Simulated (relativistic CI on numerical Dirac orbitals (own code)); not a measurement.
L2,3 absorption of nickel in several valence states

Computed multiplet spectra 2p⁶3dⁿ → 2p⁵3dⁿ⁺¹ (Dirac-Coulomb-Breit ions, Slater integrals scaled by 0.9, an assumed crystal field that grows with the charge, no charge transfer; 300 K; Lorentzian 0.4 eV and Gaussian 0.3 eV FWHM at both edges, so that L2 comes out sharper than in experiment). Peaks over 5 % are given in eV from the highest peak in the L3 region of each spectrum (height, largest 100). S of the lowest state is read from ⟨S²⟩, and the branching ratio is the share of L3, cut at the minimum between the edges.

Field parameters in Wybourne normalisation: Oh B⁴₀ = 21Dq, B⁴₄ = √(5/14) B⁴₀. The field is a parameter set, without covalency.

- Ni2+ (d8, Oh, 10Dq = 16000 cm⁻¹): S = 1.00, branching ratio 0.73; peaks 0.0 (100), 2.4 (25), 17.3 (25), 18.6 (25)
- Ni4+ (d6, Oh, 10Dq = 25300 cm⁻¹): S = 0.05, low spin, branching ratio 0.66; peaks -3.2 (8), 0.0 (100), 1.8 (17), 2.8 (36), 4.0 (6), 16.3 (41), 16.9 (47), 18.7 (15), 19.2 (14)

Task: What spin state follows for Ni3+ in Oh, 10Dq = 20650 cm⁻¹, and does its branching ratio lie nearer 2/3 or nearer 0.8?

Result: Ni3+ (d7, Oh, 10Dq = 20650 cm⁻¹): S = 1.50, high spin, branching ratio 0.82; peaks -4.9 (71), -3.6 (17), -2.5 (73), -1.7 (79), 0.0 (100), 1.8 (16), 3.3 (7), 14.0 (5), 15.8 (21), 16.9 (20), 17.9 (24), 19.4 (6). High-spin states, above all those with an unquenched orbital moment, raise the ratio above the statistical 2/3; low spin and nearly empty shells keep it near or below 2/3.

The centroid of the whole edge, which also moves with the branching ratio, lies at 860.8 (Ni2+), 861.2 (Ni3+), 867.7 (Ni4+) eV in this ionic model, in steps of 0.4 to 6.5 eV. Compounds show about 1 to 2 eV a unit and lower energies for the high valences, since ligands screen the charge. The multiplet shape follows the d count and the spin state, and so serves as a fingerprint of valence. Real compounds of Ni3+ are mostly low spin, since covalency shrinks the Slater integrals more than this scale does.
